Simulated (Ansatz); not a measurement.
Reaction (isomerisation): `BC(C)O[SiH3]` → `BO[SiH](C)C`

Program: Ansatz. Geometries: PBE0-D4/def2-TZVP. ΔE: electronic, gas phase. CCSD(T)/CBS adds triple-zeta CCSD(T) − MP2 to the extrapolated MP2 energy (def2 sets, frozen cores). DFT in def2-TZVPP. One conformer a species, not always the lowest.

| level | ΔE (kcal/mol) |
| --- | --- |
| r2SCAN | -70.4 |
| SCS-MP2/def2-QZVPP | -69.3 |

Task: What does CCSD(T)/CBS give? (Estimate.)

Result: Ansatz gave: -69.5 kcal/mol. The listed levels differ from it by -0.9, 0.2 kcal/mol.

Largest T1 diagnostic among the species: 0.012.

In def2-TZVPP, CCSD(T) changes the Hartree–Fock value by −1.8 kcal/mol (the triples alone add −0.2 kcal/mol) and MP2 by −3.9 kcal/mol.
